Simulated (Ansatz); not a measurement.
## Match the barriers

Saddle point of GePH$_{7}$, closed shell (GeH₄ + PH₃ → GePH₅ ([PH2][GeH3]) + H₂; bonds formed: Ge1–P7, H2–H6; bonds broken: Ge1–H2, H6–P7), PBE0-D4/def2-TZVP structure:

```xyz
9
angstrom
Ge -0.8710 0.7829 -0.2922
H -0.7013 -1.0821 -0.3258
H -1.5264 0.7223 -1.6938
H -1.9278 0.8246 0.8210
H -0.0838 2.1112 -0.2925
H -0.0238 -1.6160 0.3013
P 1.1073 -0.5569 0.7587
H 2.4613 -0.4716 1.2926
H 1.5654 -0.7142 -0.5694
```

Computed with Ansatz 0.2.0 (basis: def2-TZVPP, with def2-QZVPP for the basis limit); correlated methods freeze the cores. Filled d shells of the heavier atoms are correlated. The def2 sets are not built for correlating such inner shells, so the correlated values are less sure here. Extrapolation: Hartree–Fock as exp(−7.88 √X), correlation as X^−2.97. Four methods, as single points on the PBE0-D4 structures, gave these electronic barriers from the start structure: 188.4, 238.7, 271.7, 359.1 kJ/mol.

The methods were, in alphabetical order, CCSD(T), HF, PBE0-D4, SPW92. Which gave which? (A judgement: the text doesn't fix the answer.)

The calculation gives: SPW92 188.4; PBE0-D4 238.7; CCSD(T) 271.7; HF 359.1 kJ/mol. For comparison, CCSD(T) at an estimated basis limit (MP2 extrapolated from triple and quadruple zeta, plus CCSD(T) − MP2 in triple zeta) gives 268.7 kJ/mol.

The T1 diagnostic stays at or below 0.013.

Labels in which every atom is bracketed show which atoms are joined, not bond orders.

For scale, one of the runs: CCSD(T)/def2-TZVPP, 188 basis functions, launched by `ansatz run in.yaml --threads 2 --pin off --events-out ev --progress --plain --max-ram 4352MiB`. The run took 53 s on 2 CPU threads of an Arm Neoverse V1 (shared host), with 1.9 GiB of host memory at its peak.
